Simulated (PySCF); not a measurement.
PySCF job for C3H6BN3, SMILES C(#C)/C=N/B(N)N, C-PCM-PBE0/def2-SVP. Geometry: B3LYP-D3(BJ)/def2-SVP. The structure was generated by enumeration; whether it is a known compound was not checked. One conformer was computed; it need not be the lowest.

```python
import numpy as np
from pyscf import gto, scf, dft
from pyscf.solvent import pcm

mol = gto.M(
    atom='''
    C     3.50294375    0.29830987    0.10513875
    C     2.29991193    0.21761162    0.24413685
    C     0.87894678    0.12805418    0.47667800
    N     0.02931042   -0.01398765   -0.45519816
    B    -1.41099334   -0.13516916   -0.21801322
    N    -1.90564165   -1.31251658    0.40563762
    N    -2.24908807    0.93038897   -0.63292209
    H     4.56523664    0.36817067   -0.03611609
    H     0.59597690    0.19494438    1.54995662
    H    -2.88881588   -1.54828447    0.44969745
    H    -1.29622436   -2.09258085    0.61170931
    H    -1.87818289    1.73453140   -1.12026453
    H    -3.25590339    0.92801727   -0.54325982
    ''',
    basis='def2-SVP',
    charge=0,
    spin=0,
    max_memory=1600,
    verbose=3,
)
mf = dft.RKS(mol, xc='pbe0').density_fit(auxbasis='def2-universal-jkfit')
mf.grids.level = 3
mf.conv_tol = 1e-9
mf.max_cycle = 100
mf.kernel()
res = {}
for name, eps in {'water': 78.355, 'N,N-dimethylformamide': 37.219, 'chlorobenzene': 5.6968}.items():
    s = mf.PCM()
    s.with_solvent.method, s.with_solvent.eps, s.with_solvent.lebedev_order = 'C-PCM', eps, 29
    s.kernel(mf.make_rdm1())
    res[name] = (s.e_tot, eps, s.dip_moment(), s.mo_energy, s.converged)
    print(f'{name}: electrostatic solvation free energy {(s.e_tot - mf.e_tot) * 627.509474:.3f} kcal/mol')
```

Output:

```
converged SCF energy = -306.463694938308

WARN: PCM is an experimental feature. It is still in testing.
Features and APIs may be changed in the future.

converged SCF energy = -306.47817969218
Dipole moment(X, Y, Z, Debye): -1.52275, -0.22055,  1.43303
water: electrostatic solvation free energy -9.089 kcal/mol

WARN: PCM is an experimental feature. It is still in testing.
Features and APIs may be changed in the future.

converged SCF energy = -306.47794528083
Dipole moment(X, Y, Z, Debye): -1.52133, -0.21980,  1.42526
N,N-dimethylformamide: electrostatic solvation free energy -8.942 kcal/mol

WARN: PCM is an experimental feature. It is still in testing.
Features and APIs may be changed in the future.

converged SCF energy = -306.475530735797
Dipole moment(X, Y, Z, Debye): -1.50535, -0.21222,  1.34758
chlorobenzene: electrostatic solvation free energy -7.427 kcal/mol
```

The calculation finished and met its thresholds.

Cost: very roughly 4 core-minutes.
